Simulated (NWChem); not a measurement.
Molecule: C$_{2}$H$_{5}$N$_{3}$Si; SMILES N#C/N=C\[SiH2]N

```xyz
11

N     -1.1272    -2.2447    -0.2041
C     -0.0963    -1.7232    -0.0226
N      1.1462    -1.2608     0.1919
C      1.4006     0.0054     0.1349
Si     0.1717     1.4475    -0.2204
N     -1.4450     1.1882     0.3087
H      2.4565     0.2425     0.3150
H      0.2234     1.6381    -1.6927
H      0.7266     2.6252     0.4920
H     -1.9764     0.4056    -0.0582
H     -1.6775     1.3519     1.2812
```
Atoms are numbered in this order, from 1.

Computed with NWChem. Geometry: optimised at B3LYP/6-31G* (spherical d). Hybrids' shares of exact exchange are those that their runs print; pure functionals count as 0. The functionals differ in more than this share.

| row | share of exact exchange | highest occupied level (eV) |
|---|---|---|
| PBE/def2-TZVP | 0.00 | -6.22 |
| LDA (Slater exchange, VWN5)/def2-TZVP | 0.00 | -6.37 |
| TPSSh/def2-TZVP | 0.10 | withheld |
| B3LYP/def2-TZVP | 0.20 | -7.37 |
| PBE0/def2-TZVP | 0.25 | -7.58 |

Task: Fit a straight line of the last column on the one before it, predict the withheld value, and compare with the run.

Result: 
1. Means of the 4 shown rows: x = 0.113, y = -6.885. Slope Σ(x − x̄)(y − ȳ)/Σ(x − x̄)² = -0.2708/0.05188 = -5.219; intercept -6.298.
2. The shown rows scatter about the line by 0.056 (root mean square); the largest residual is +0.08, at PBE/def2-TZVP.
3. At x = 0.10 (TPSSh/def2-TZVP; inside the shown range) the line gives -6.82.
4. The run gives -6.84, -0.02 from the line, 0.4 times the scatter.
